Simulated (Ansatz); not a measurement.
A nudged elastic band was laid between two geometries of H2O + H6N2Si (12 atoms, charge 0, multiplicity 1).

All numbers below come from Ansatz, RKS B3LYP/6-31G*.

- movable images: 7
- climbing image: yes
- spring: 5.0 eV/Å²
- optimiser: quadratic models (default)
- start path: through a guess of the saddle point
- force threshold: 0.05 eV/Å
- iteration limit: 60
- end points: relaxed

Image 0:

```xyz
12
Properties=species:S:1:pos:R:3
Si 0.370 0.031 -0.045
N -0.041 -0.060 1.665
H 0.195 -0.913 2.164
H 0.202 0.739 2.244
N 2.013 -0.049 -0.583
H 2.521 -0.925 -0.602
H 2.642 0.737 -0.477
H -0.146 1.348 -0.479
H -0.305 -1.142 -0.648
O -2.957 0.209 1.180
H -3.211 -0.693 0.936
H -2.035 0.106 1.497
```

Image 8:

```xyz
12
Properties=species:S:1:pos:R:3
Si 0.059 -0.033 -1.003
N -1.102 -0.397 2.751
H -2.060 -0.723 2.865
H -0.495 -1.161 3.042
N 1.749 0.353 -0.890
H 2.332 -0.137 -0.220
H 2.042 1.321 -0.969
H -0.407 0.495 -2.307
H 0.038 -1.527 -0.965
O -0.984 0.606 0.106
H -0.956 0.231 1.021
H -0.968 0.359 3.421
```

(1) What changes between the two ends?

(2) What energy profile does the band end with?

(3) What is the geometry of the highest image?

Results:

(1) Bonds broken: Si1–N2, O10–H12. Bonds formed: Si1–O10, N2–H12. H2O + H6N2Si becomes H3N + H5NOSi.

(2) It converged. The highest image is number 2 of 0 to 8, 23.1 kcal/mol above the first end and 40.9 kcal/mol above the last; the last end lies 17.9 kcal/mol below the first. The profile has 2 maxima (images 2, 5) with wells between them (image 4): this band takes more than one step, which may be the mechanism or a detour left from its start path. Neighbouring images differ by up to 1.5 eV, so the band resolves the path poorly. A vibrational analysis at the climbing image gives one clearly imaginary mode, 711i cm⁻¹: a first-order saddle point. The orbitals stay closed-shell, which can raise the energy where a bond breaks towards radicals; this wasn't checked here.

| image | path coordinate (Å) | energy (kcal/mol) | Si1–N2 (Å) | O10–H12 (Å) | Si1–O10 (Å) |
| --- | --- | --- | --- | --- | --- |
| 0 | 0.00 | 0.0 | 1.76 | 0.98 | 3.55 |
| 1 | 2.16 | 1.4 | 1.75 | 0.98 | 3.58 |
| 2 | 4.31 | 23.1 | 1.93 | 1.11 | 2.00 |
| 3 | 6.47 | -11.5 | 2.97 | 2.17 | 1.69 |
| 4 | 8.63 | -13.2 | 3.66 | 2.35 | 1.69 |
| 5 | 10.78 | -10.9 | 3.76 | 2.29 | 1.68 |
| 6 | 12.94 | -14.8 | 3.67 | 2.99 | 1.66 |
| 7 | 15.09 | -17.5 | 3.91 | 3.24 | 1.65 |
| 8 | 17.25 | -17.9 | 3.95 | 3.32 | 1.65 |

(3) 
```xyz
12
Properties=species:S:1:pos:R:3
Si -0.137 -0.177 -0.051
N -0.054 -0.497 1.849
H 0.010 -1.479 2.104
H 0.623 0.034 2.393
N 1.496 0.388 -0.165
H 2.246 0.117 0.458
H 1.824 0.828 -1.015
H -0.585 0.489 -1.329
H -0.549 -1.599 -0.313
O -1.720 0.711 0.796
H -2.585 0.428 0.457
H -1.321 0.145 1.668
```

The run took 9 min on 1 thread of Intel(R) Xeon(R) 6975P-C (Granite Rapids), with other jobs on the host, peak memory 0.17 GiB.
